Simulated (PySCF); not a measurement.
## b-(2-aminophenyl)boronic acid (Nc1ccccc1B(O)O, C₆H₈BNO₂)

Molfile (atoms numbered from 1):
```
C6H8BNO2
     RDKit          3D

 18 18  0  0  0  0  0  0  0  0999 V2000
   -0.3222    2.2561    0.1899 N   0  0  0  0  0  0  0  0  0  0  0  0
   -0.5103    0.9137    0.0325 C   0  0  0  0  0  0  0  0  0  0  0  0
   -1.8216    0.3912    0.0094 C   0  0  0  0  0  0  0  0  0  0  0  0
   -2.0487   -0.9693   -0.1178 C   0  0  0  0  0  0  0  0  0  0  0  0
   -0.9816   -1.8655   -0.2270 C   0  0  0  0  0  0  0  0  0  0  0  0
    0.3086   -1.3534   -0.2024 C   0  0  0  0  0  0  0  0  0  0  0  0
    0.5904    0.0169   -0.0730 C   0  0  0  0  0  0  0  0  0  0  0  0
    2.0752    0.4942   -0.0700 B   0  0  0  0  0  0  0  0  0  0  0  0
    2.3752    1.8248   -0.2236 O   0  0  0  0  0  0  0  0  0  0  0  0
    3.1390   -0.3502    0.0762 O   0  0  0  0  0  0  0  0  0  0  0  0
   -1.1105    2.8683    0.0434 H   0  0  0  0  0  0  0  0  0  0  0  0
    0.6023    2.6277    0.0068 H   0  0  0  0  0  0  0  0  0  0  0  0
   -2.6669    1.0800    0.0946 H   0  0  0  0  0  0  0  0  0  0  0  0
   -3.0775   -1.3391   -0.1353 H   0  0  0  0  0  0  0  0  0  0  0  0
   -1.1579   -2.9372   -0.3355 H   0  0  0  0  0  0  0  0  0  0  0  0
    1.1411   -2.0589   -0.3099 H   0  0  0  0  0  0  0  0  0  0  0  0
    3.3270    1.9729   -0.1888 H   0  0  0  0  0  0  0  0  0  0  0  0
    2.8768   -1.2578    0.2530 H   0  0  0  0  0  0  0  0  0  0  0  0
  1  2  1  0
  2  3  2  0
  3  4  1  0
  4  5  2  0
  5  6  1  0
  6  7  2  0
  7  8  1  0
  8  9  1  0
  8 10  1  0
  7  2  1  0
  1 11  1  0
  1 12  1  0
  3 13  1  0
  4 14  1  0
  5 15  1  0
  6 16  1  0
  9 17  1  0
 10 18  1  0
M  END
```

Method: TDDFT CAM-B3LYP/aug-cc-pVDZ excited states, vertical, gas phase in PySCF. Geometry: PBE0-D3(BJ)/def2-SVP.

(1) How strongly do the lowest singlets absorb one photon, and two photons of half the energy?

## Answers

(1) δ for parallel linear polarisation; σ at the peak of a Lorentzian of half width 0.1 eV, single beam; Ω is circular over linear.
```tsv
state	E (eV)	f	photon λ (nm)	δ (au)	σ (GM)	Ω	main
S1	4.32	0.088	574	40.5	0.28	1.15	HOMO→LUMO+1 0.91
S2	4.94	0.004	502	14.7	0.13	1.28	HOMO→LUMO 0.65, HOMO→LUMO+2 0.19
S3	5.22	0.057	475	51	0.51	1.02	HOMO→LUMO+5 0.27, HOMO→LUMO+2 0.27
S4	5.35	0.025	464	89	0.93	1.29	HOMO→LUMO+2 0.41, HOMO→LUMO+5 0.15
S5	5.54	0.000	448	70.3	0.79	1.49	HOMO→LUMO+3 0.85
S6	6.03	0.001	411	10.5	0.14	1.43	HOMO→LUMO+4 0.79
```

Among these, the strongest one-photon state is S1, the strongest two-photon state S4, with a dipole change of 3.5 D (relaxed, norm of the difference vector).
